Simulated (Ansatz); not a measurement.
Consider the formal exchange of groups at the Se–Ga bond: `[Cl][Ga]([Cl])[SeH]` + `BCl` → `ClB[SeH]` + `[Cl][GaH][Cl]`.

Isolated molecules relaxed with PBE0-D4/def2-TZVP in Ansatz; ΔE leaves out vibrations. CCSD(T)/CBS is the MP2 limit (def2-TZVPP, def2-QZVPP) plus CCSD(T) − MP2 in def2-TZVPP, frozen cores. This one scheme is used for every species. DFT in def2-TZVPP. HSE06 is defined as in plane-wave codes. For Ga, Se outer-core shells are correlated without core-valence functions, which leaves a few kJ/mol of doubt a bond. Scalar relativity is left out up to krypton. Each species was taken in one conformer, which may not be the lowest.

`[Cl][Ga]([Cl])[SeH]`:

```xyz
5

Cl   -1.535   -0.258   -2.120
Ga   -0.378    0.157   -0.386
Cl   -0.593    2.071    0.516
Se    1.049   -1.438    0.453
H     1.457   -0.531    1.536
```

`BCl`:

Cartesian coordinates in Å:
```
B 0.026 0.149 0.019
Cl -0.272 -1.544 -0.197
H -0.487 0.696 0.943
H 0.733 0.699 -0.765
```

`ClB[SeH]`:

Z-matrix (Å, degrees):
```
B
Cl 1 1.743
Se 1 1.916 2 118.9
H 1 1.188 2 119.6 3 180.0
H 3 1.469 1 94.6 2 180.0
```

`[Cl][GaH][Cl]`:

Z-matrix (Å, degrees):
```
Ga
Cl 1 2.128
Cl 1 2.128 2 115.1
H 1 1.545 2 122.4 3 180.0
```

```json
{"level": "revPBE-D4", "ΔE (kcal/mol)": "3.5", "difference from CCSD(T)/CBS": "-2.2"}
{"level": "ωB97X-V", "ΔE (kcal/mol)": "5.3", "difference from CCSD(T)/CBS": "-0.4"}
{"level": "PBE", "ΔE (kcal/mol)": "3.1", "difference from CCSD(T)/CBS": "-2.6"}
{"level": "PBE0", "ΔE (kcal/mol)": "4.4", "difference from CCSD(T)/CBS": "-1.3"}
{"level": "r2SCANh", "ΔE (kcal/mol)": "4.6", "difference from CCSD(T)/CBS": "-1.1"}
{"level": "r2SCAN0", "ΔE (kcal/mol)": "5.2", "difference from CCSD(T)/CBS": "-0.5"}
{"level": "HSE06", "ΔE (kcal/mol)": "4.4", "difference from CCSD(T)/CBS": "-1.3"}
{"level": "HF/def2-SVP", "ΔE (kcal/mol)": "8.0", "difference from CCSD(T)/CBS": "2.3"}
{"level": "HF/def2-QZVPP", "ΔE (kcal/mol)": "8.9", "difference from CCSD(T)/CBS": "3.2"}
{"level": "HF/CBS(def2)", "ΔE (kcal/mol)": "8.9", "difference from CCSD(T)/CBS": "3.2"}
{"level": "CCSD(T)/CBS", "ΔE (kcal/mol)": "5.7", "difference from CCSD(T)/CBS": "0"}
```

Largest T1 diagnostic among the species: 0.012.

In def2-TZVPP, CCSD(T) changes the Hartree–Fock value by −3.3 kcal/mol (the triples alone add −0.4 kcal/mol) and MP2 by −3.2 kcal/mol. From PBE to PBE0 (25 % exact exchange), in def2-TZVPP and without D4, ΔE moves by +1.3 kcal/mol.
